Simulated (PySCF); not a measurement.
BaF₂, singlet, geometry from GFN2-xTB (such geometries of metal compounds can be far from the true shape) (core potentials on Ba). Base run: HF/def2-SV(P) in PySCF.

The PySCF input:
```python
from pyscf import gto, scf

mol = gto.Mole()
mol.atom = '''
    Ba    0.18650156    0.20127267    0.18654445
    F    -0.80048008    0.58592680   -1.66796607
    F    -0.35997410   -1.83829010    0.50724504
'''
mol.basis = 'def2-sv(p)'
mol.ecp = {'Ba': 'def2-sv(p)'}
mol.verbose = 4
mol.build()

mf = scf.RHF(mol)
mf.kernel()
```

The base run was repeated with changes; each row names its change, and settings that it needs were set with it.

```json
[
 {"change": "base", "ΔE vs base (µEh)": "0.0", "SCF cycles": "9"},
 {"change": "diis_space = 20", "ΔE vs base (µEh)": "0.0", "SCF cycles": "9"},
 {"change": "level_shift = 0.5 (with mf.max_cycle = 100)", "ΔE vs base (µEh)": "0.0", "SCF cycles": "16"},
 {"change": "conv_tol_grad = 1e-3", "ΔE vs base (µEh)": "0.0", "SCF cycles": "9"},
 {"change": "conv_tol = 1e-11", "ΔE vs base (µEh)": "0.0", "SCF cycles": "10"},
 {"change": "diis_space = 2", "ΔE vs base (µEh)": "0.0", "SCF cycles": "11"},
 {"change": "level_shift = 1.0 (with mf.max_cycle = 100)", "ΔE vs base (µEh)": "0.0", "SCF cycles": "25"},
 {"change": "damp = 0.5; diis_start_cycle = 5", "ΔE vs base (µEh)": "0.0", "SCF cycles": "11"},
 {"change": "conv_tol = 1e-6", "ΔE vs base (µEh)": "0.0", "SCF cycles": "7"},
 {"change": "init_guess = huckel", "ΔE vs base (µEh)": "0.0", "SCF cycles": "9"},
 {"change": "DIIS = EDIIS", "ΔE vs base (µEh)": "0.0", "SCF cycles": "41"},
 {"change": "init_guess = sap", "ΔE vs base (µEh)": "0.0", "SCF cycles": "12"},
 {"change": "solver = newton", "ΔE vs base (µEh)": "0.0", "SCF cycles": "-"}
]
```
